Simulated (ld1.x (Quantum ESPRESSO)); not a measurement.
## silver: from the effect back to the setting (TM)

Base potential:

| Quantity | Value |
| --- | --- |
| Element | Ag |
| Generator | ld1.x (Quantum ESPRESSO) 7.5 |
| Type | norm-conserving Troullier–Martins (Kleinman–Bylander form) |
| Functional | PBE |
| Relativity | scalar-relativistic |
| Frozen core | [Kr] |
| Valence charge | 11 |
| Reference configuration | 4d10 5s0 5p1 |
| Partial waves | 5p (bound): rc 3.15 bohr; 4d (bound): rc 1.70 bohr; 5s (bound, empty): rc 1.75 bohr |
| Local potential | the s channel |
| Core correction | none |

Cutoffs, loose and tight: the cutoffs (Ry, on a coarse ladder) from which the occupation-weighted sum of valence levels, in a spherical-Bessel basis at the reference potential, stays within 10 and 1 mRy of its value at 400 Ry. They do not see the model core or the augmentation charge, which bear on the density cutoff. Test errors are all-electron minus pseudo excitation energies from the reference, over the configurations 4d10 5s1 5p0; 4d10 5s0 5p0; 4d9 5s0 5p0; 4d10 5s0.5 5p0; 4d7 5s0 5p0; 4d9 5s1 5p1; 4d9 5s1 5p0; variants that change the core or the reference have their own tests. The largest error is taken over the tests solved by every variant that gives reliable tests at all, those not shown here included: 4d10 5s0 5p0; 4d10 5s0.5 5p0; 4d10 5s1 5p0; 4d7 5s0 5p0; 4d9 5s0 5p0.

Only the scale of all radii (base = 1) is moved:

| scale of all radii (base = 1) | cutoff, loose | cutoff, tight | bound ghosts | largest test error (meV) |
| --- | --- | --- | --- | --- |
| 0.78 | 80 Ry | 120 Ry | p, s (extra level of the local part) | -1062 |
| 0.9 | 70 Ry | 110 Ry | none | -1147 |
| 1.12 | 55 Ry | 90 Ry | none | -1381 |
| 1.27 | 50 Ry | 80 Ry | none | -1254 |
| 1.38 | 45 Ry | 80 Ry | none | -1080 |

Q: One more run gave cutoff, loose: 60 Ry; cutoff, tight: 100 Ry; bound ghosts: none; largest test error (meV): -1320. Which value of the scale of all radii (base = 1) was used?

A: 1.02. The loose cutoff moves one way along this sweep, from 80 Ry at 0.78 to 45 Ry at 1.38, which places the run between 0.9 and 1.12.
